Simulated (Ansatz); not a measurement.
The cluster Ca₂O₃H₂⁻. The state is a doublet with charge -1. Geometry B3LYP-D4/def2-SVP, that of the neutral singlet; atoms count from 1.

```xyz
7

Ca    1.9820    0.3399    0.4537
Ca   -1.9000   -0.5012   -0.5680
O     3.6238    1.5156    0.2231
O     0.0490   -0.1040   -0.0672
O    -3.6561   -1.4462   -0.1770
H     4.3279    2.1383    0.0240
H    -4.4267   -1.9424    0.1114
```

The highest occupied level of the charge -1 doublet lies above zero (up to 0.71 eV). By energy differences its removal costs 0.28 eV (vertical, to the charge 0 singlet, at PBE0-D4/def2-TZVPD); a positive level beside a positive removal energy at the same level points to self-interaction error. The structure comes from a short search, and lower isomers may exist.

**Question.** Estimate the Mulliken populations from the PBE0/def2-TZVPD orbitals of Ansatz.

**Answer.** 
| atom | charge (e) | spin (α − β) |
| --- | --- | --- |
| Ca1 | 0.40 | 1.07 |
| Ca2 | 0.41 | 1.05 |
| O3 | -0.66 | -0.30 |
| O4 | -0.67 | -0.64 |
| O5 | -0.66 | -0.30 |
| H6 | 0.09 | 0.06 |
| H7 | 0.09 | 0.06 |
Mulliken values and Mayer orders depend strongly on the basis. With diffuse functions, as here, like atoms can get unlike values, and bond orders can come out too low or too high.

**Question.** Where does the spin sit?

**Answer.** Summed by element: Ca 2.12, O -1.24, H 0.12, of 1 unpaired in all. Largest on single atoms: Ca1 1.07, Ca2 1.05, O4 -0.64.

**Question.** And the Mayer bond orders between bonded heavy atoms (over 0.3)?

**Answer.** Ca1–Ca2 2.10 (4.10 Å). Values over 0.3 also appear between atoms too far apart for a bond (O3–O4 0.31 at 3.94 Å; O4–O5 0.31 at 3.94 Å); they arise where an orbital or an unpaired electron spreads over both atoms.
